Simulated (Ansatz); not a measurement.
Program: Ansatz. Geometries: PBE0-D4/def2-TZVP. ΔE: electronic, gas phase. CCSD(T)/CBS adds triple-zeta CCSD(T) − MP2 to the extrapolated MP2 energy (def2 sets, frozen cores). DFT in def2-TZVPP. For Ge outer-core shells are correlated without core-valence functions, which leaves a few kJ/mol of doubt a bond. Scalar relativity is left out up to krypton. One conformer a species, not always the lowest.

Consider the redistribution: `[CH3][Ge][F]` + `CSB(C)C` → `C[S][Ge][F]` + `CB(C)C`.

CCSD(T)/CBS gives -0.27 eV.

Q: Another level gave -0.43 eV. Which?
A. BLYP/def2-TZVPP
B. ωB97M-V/def2-TZVPP
C. CAM-B3LYP/def2-TZVPP
D. LC-ωPBE/def2-TZVPP

A: A. BLYP -0.43, CAM-B3LYP -0.34, LC-ωPBE -0.24, ωB97M-V -0.30 eV.

Largest T1 diagnostic among the species: 0.015.

Leaving LDA and LC-ωPBE aside and taking each functional with its dispersion term where it has one, the values, not all of them listed here, spread over 0.13 eV, from BLYP-D4 to ωB97X-V. From r2SCAN to r2SCAN0 (25 % exact exchange), in def2-TZVPP and without D4, ΔE moves by +0.03 eV. In def2-TZVPP, CCSD(T) changes the Hartree–Fock value by +0.08 eV (the triples alone add −0.01 eV) and MP2 by +0.08 eV.
